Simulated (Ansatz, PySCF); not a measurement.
In(H)2(NEtMe) (C3H10InN), SMILES C([N](C)[InH2])C. Atoms are numbered in the order given.

```xyz
15

In    -0.0784    -1.0322    -0.7327
H     -1.3172    -1.9953    -0.0162
H      1.0850    -1.3694    -1.9612
N      0.0042     0.8856    -0.0096
C      0.9638     1.8623    -0.4785
C     -0.8653     1.3553     1.0547
C     -0.1807     1.5149     2.4173
H      1.6874     2.1742     0.3014
H      0.4639     2.7877    -0.8349
H      1.5510     1.4609    -1.3192
H     -1.3152     2.3290     0.7645
H     -1.7082     0.6519     1.1642
H      0.6488     2.2382     2.3767
H     -0.8965     1.8730     3.1755
H      0.2296     0.5501     2.7576
```

Geometry: B3LYP-D3(BJ)/def2-SVP. The def2 effective core potentials stand for the cores of In; spin–orbit coupling is left out. Other conformers were not sampled.

Two levels are set side by side: PBE-D3(BJ)/def2-SVP (Ansatz, a first-principles code) and B3LYP-D3(BJ)/def2-SVP (Ansatz). Each level has its own optimised geometry; the coordinates shown are those of the second. Frequencies come from the Hessian of PySCF at each geometry. Differences are taken from unrounded values.

| quantity | B3LYP-D3(BJ) | PBE-D3(BJ) | PBE-D3(BJ) minus B3LYP-D3(BJ) |
|---|---|---|---|
| mean bond length (Å) | 1.341 | 1.348 | 0.006 |
| bond In1–N4 (Å) | 2.051 | 2.062 | 0.011 |
| bond N4–C5 (Å) | 1.447 | 1.448 | 0.001 |
| bond N4–C6 (Å) | 1.452 | 1.454 | 0.002 |
| bond C6–C7 (Å) | 1.533 | 1.535 | 0.002 |
| bond In1–H2 (Å) | 1.725 | 1.730 | 0.005 |
| bond In1–H3 (Å) | 1.725 | 1.731 | 0.005 |
| bond C5–H8 (Å) | 1.109 | 1.117 | 0.008 |
| bond C5–H9 (Å) | 1.110 | 1.119 | 0.008 |
| bond C5–H10 (Å) | 1.101 | 1.109 | 0.008 |
| bond C6–H11 (Å) | 1.111 | 1.120 | 0.009 |
| bond C6–H12 (Å) | 1.103 | 1.112 | 0.008 |
| bond C7–H13 (Å) | 1.101 | 1.109 | 0.008 |
| bond C7–H14 (Å) | 1.102 | 1.109 | 0.007 |
| bond C7–H15 (Å) | 1.102 | 1.110 | 0.007 |
| highest harmonic wavenumber (cm⁻¹) | 3114 | 3061 | -53 |
| mean harmonic wavenumber (cm⁻¹) | 1361 | 1325 | -36 |
| zero-point energy (kcal/mol) | 75.89 | 73.87 | -2.02 |

Exact exchange shortens and stiffens bonds; PBE has none. Differences between two approximate levels are no errors against the true value.
